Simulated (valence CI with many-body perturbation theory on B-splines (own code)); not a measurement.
**E1 transitions of Nb IX**

Calculated by relativistic CI+MBPT: five valence electrons over a frozen Dirac-Fock core [Ar] 3d10, radial functions for each j: 9 s, 9 p, 8 d, 6 f, 3 g, 1 h, with the one-electron correlation potential Σ1 (screened to all orders), the two-electron term Σ2, the three-electron term Σ3, Breit, model QED; selected single and double excitations, second order for the rest, scaled by the run's own slope (own B-spline code, finite nucleus).

No measured levels were compared; by estimate levels hold to about 250 cm⁻¹ or 0.2 % of their energy and the worst to 1 %, as in measured heavy ions of charge 2 to 7; those with d or f electrons hold less well. Among the levels kept, up to 760 cm⁻¹ of a level comes from second order outside the variational space, and about a tenth of that is noise between levels of different J, which matters for small intervals.

Lines 101 to 150 of 178 in falling wavelength, among levels below 63.400 eV, chosen from the strongest by gf and those to the six lowest levels. Wavelengths and rates use the calculated energies, so an error of 600 cm⁻¹ moves a line at 31.55 nm by 0.19 % and its rate by three times that or more. Electric multipoles are in the length gauge, E1 and E2 with the static RPA response of the core. Weak lines are less certain than strong ones. Lines between different terms over intervals too small for the method are left out, as are lines whose strength nearly cancels.

Names give the largest LS component (configuration and term), which can be under half, so a name can repeat, a term be missing and a line seem to break the LS rules; names also repeat where a configuration has a term twice. Letters in brackets count levels of one name in rising energy.

| λ vac (nm) | Upper | Lower | A (s⁻¹) | S (a.u.) with core polarisation | S without |
| --- | --- | --- | --- | --- | --- |
| 31.55 | 4s2 4p2 4d 4D_1/2 | 4s2 4p3 2D°_3/2 | 1.59e+09 | 4.92e-02 | 5.38e-02 |
| 31.51 | 4s2 4p2 4d 2P_3/2 [a] | 4s2 4p3 2P°_1/2 | 1.21e+09 | 7.45e-02 | 8.16e-02 |
| 31.50 | 4s2 4p2 4d 4D_5/2 | 4s2 4p3 2D°_5/2 | 7.14e+08 | 6.60e-02 | 7.12e-02 |
| 31.43 | 4s2 4p2 4d 4D_3/2 | 4s2 4p3 2D°_3/2 | 3.30e+06 | 2.02e-04 | 1.84e-04 |
| 31.32 | 4s2 4p2 4d 4P_5/2 | 4s2 4p3 2P°_3/2 | 4.63e+06 | 4.21e-04 | 4.32e-04 |
| 31.21 | 4s2 4p2 4d 2P_1/2 [a] | 4s2 4p3 2P°_3/2 | 1.09e+10 | 3.26e-01 | 3.58e-01 |
| 30.98 | 4s2 4p2 4d 4P_3/2 | 4s2 4p3 2P°_3/2 | 3.95e+08 | 2.32e-02 | 2.51e-02 |
| 30.87 | 4s2 4p2 4d 4F_3/2 | 4s2 4p3 4S°_3/2 | 3.55e+08 | 2.06e-02 | 2.24e-02 |
| 30.81 | 4s2 4p2 4d 4D_5/2 | 4s2 4p3 2D°_3/2 | 2.40e+08 | 2.07e-02 | 2.22e-02 |
| 30.55 | 4s2 4p2 4d 4P_1/2 | 4s2 4p3 2P°_3/2 | 2.48e+09 | 6.97e-02 | 7.68e-02 |
| 30.39 | 4s2 4p2 4d 4F_5/2 | 4s2 4p3 4S°_3/2 | 6.68e+08 | 5.55e-02 | 5.98e-02 |
| 30.37 | 4s2 4p2 4d 2D_3/2 [a] | 4s2 4p3 2P°_3/2 | 6.24e+07 | 3.45e-03 | 3.80e-03 |
| 30.32 | 4s2 4p2 4d 4D_7/2 | 4s2 4p3 2D°_5/2 | 2.19e+08 | 2.41e-02 | 2.56e-02 |
| 30.08 | 4s2 4p2 4d 2P_1/2 [a] | 4s2 4p3 2P°_1/2 | 7.29e+09 | 1.96e-01 | 2.15e-01 |
| 29.88 | 4s2 4p2 4d 4P_3/2 | 4s2 4p3 2P°_1/2 | 1.00e+08 | 5.28e-03 | 5.55e-03 |
| 29.75 | 4s2 4p2 4d 2P_3/2 [a] | 4s2 4p3 2D°_5/2 | 3.07e+10 | 1.60e+00 | 1.75e+00 |
| 29.58 | 4s2 4p2 4d 2F_5/2 [a] | 4s2 4p3 4S°_3/2 | 5.44e+08 | 4.17e-02 | 4.49e-02 |
| 29.47 | 4s2 4p2 4d 4P_1/2 | 4s2 4p3 2P°_1/2 | 2.19e+09 | 5.55e-02 | 6.06e-02 |
| 29.42 | 4s2 4p2 4d 2D_5/2 [a] | 4s2 4p3 2P°_3/2 | 3.01e+09 | 2.27e-01 | 2.48e-01 |
| 29.31 | 4s2 4p2 4d 2D_3/2 [a] | 4s2 4p3 2P°_1/2 | 1.49e+09 | 7.40e-02 | 7.86e-02 |
| 29.25 | 4s2 4p2 4d 2G_7/2 | 4s2 4p3 2D°_5/2 | 1.57e+09 | 1.55e-01 | 1.67e-01 |
| 29.24 | 4s2 4p2 4d 4D_1/2 | 4s2 4p3 4S°_3/2 | 1.62e+08 | 4.00e-03 | 4.31e-03 |
| 29.13 | 4s2 4p2 4d 4D_3/2 | 4s2 4p3 4S°_3/2 | 1.51e+09 | 7.36e-02 | 7.96e-02 |
| 29.13 | 4s2 4p2 4d 2P_3/2 [a] | 4s2 4p3 2D°_3/2 | 2.12e+10 | 1.03e+00 | 1.13e+00 |
| 28.84 | 4s2 4p2 4d 2D_3/2 [b] | 4s2 4p3 2P°_3/2 | 5.61e+08 | 2.66e-02 | 2.89e-02 |
| 28.60 | 4s2 4p2 4d 4D_5/2 | 4s2 4p3 4S°_3/2 | 1.74e+09 | 1.20e-01 | 1.30e-01 |
| 28.57 | 4s2 4p2 4d 4P_5/2 | 4s2 4p3 2D°_5/2 | 4.26e+09 | 2.94e-01 | 3.19e-01 |
| 28.56 | 4s2 4p2 4d 2D_5/2 [b] | 4s2 4p3 2P°_3/2 | 1.41e+09 | 9.75e-02 | 1.06e-01 |
| 28.34 | 4s2 4p2 4d 2P_1/2 [b] | 4s2 4p3 2P°_3/2 | 1.23e+09 | 2.77e-02 | 3.02e-02 |
| 28.30 | 4s2 4p2 4d 4P_3/2 | 4s2 4p3 2D°_5/2 | 3.57e+09 | 1.60e-01 | 1.73e-01 |
| 28.00 | 4s2 4p2 4d 4P_5/2 | 4s2 4p3 2D°_3/2 | 3.09e+09 | 2.01e-01 | 2.18e-01 |
| 27.95 | 4s2 4p2 4d 2F_5/2 [b] | 4s2 4p3 2P°_3/2 | 1.47e+09 | 9.53e-02 | 1.04e-01 |
| 27.91 | 4s2 4p2 4d 2P_1/2 [a] | 4s2 4p3 2D°_3/2 | 2.18e+10 | 4.68e-01 | 5.11e-01 |
| 27.88 | 4s2 4p2 4d 2D_3/2 [b] | 4s2 4p3 2P°_1/2 | 7.34e+09 | 3.14e-01 | 3.41e-01 |
| 27.78 | 4s2 4p2 4d 2D_3/2 [a] | 4s2 4p3 2D°_5/2 | 4.04e+09 | 1.71e-01 | 1.86e-01 |
| 27.73 | 4s2 4p2 4d 4P_3/2 | 4s2 4p3 2D°_3/2 | 7.21e+07 | 3.04e-03 | 3.40e-03 |
| 27.42 | 4s2 4p2 4d 2S_1/2 | 4s2 4p3 2P°_3/2 | 6.30e+10 | 1.28e+00 | 1.39e+00 |
| 27.42 | 4s2 4p2 4d 2P_1/2 [b] | 4s2 4p3 2P°_1/2 | 6.72e+10 | 1.37e+00 | 1.48e+00 |
| 27.41 | 4s2 4p2 4d 2P_3/2 [b] | 4s2 4p3 2P°_3/2 | 5.06e+10 | 2.06e+00 | 2.23e+00 |
| 27.38 | 4s2 4p2 4d 4P_1/2 | 4s2 4p3 2D°_3/2 | 1.50e+10 | 3.03e-01 | 3.30e-01 |
| 27.24 | 4s2 4p2 4d 2D_3/2 [a] | 4s2 4p3 2D°_3/2 | 4.43e+09 | 1.77e-01 | 1.92e-01 |
| 27.15 | 4s2 4p2 4d 2P_3/2 [a] | 4s2 4p3 4S°_3/2 | 1.84e+09 | 7.27e-02 | 7.98e-02 |
| 26.99 | 4s2 4p2 4d 2D_5/2 [a] | 4s2 4p3 2D°_5/2 | 5.52e+10 | 3.21e+00 | 3.48e+00 |
| 26.55 | 4s2 4p2 4d 2S_1/2 | 4s2 4p3 2P°_1/2 | 1.86e+09 | 3.44e-02 | 3.72e-02 |
| 26.54 | 4s2 4p2 4d 2P_3/2 [b] | 4s2 4p3 2P°_1/2 | 2.68e+10 | 9.89e-01 | 1.07e+00 |
| 26.50 | 4s2 4p2 4d 2D_3/2 [b] | 4s2 4p3 2D°_5/2 | 1.36e+10 | 5.00e-01 | 5.43e-01 |
| 26.47 | 4s2 4p2 4d 2D_5/2 [a] | 4s2 4p3 2D°_3/2 | 5.59e+09 | 3.07e-01 | 3.31e-01 |
| 26.26 | 4s2 4p2 4d 2D_5/2 [b] | 4s2 4p3 2D°_5/2 | 1.33e+10 | 7.14e-01 | 7.72e-01 |
| 26.17 | 4s2 4p2 4d 4P_5/2 | 4s2 4p3 4S°_3/2 | 9.49e+10 | 5.03e+00 | 5.44e+00 |
| 26.10 | 4s2 4p2 4d 2D_3/2 [c] | 4s2 4p3 2P°_3/2 | 3.09e+10 | 1.09e+00 | 1.17e+00 |
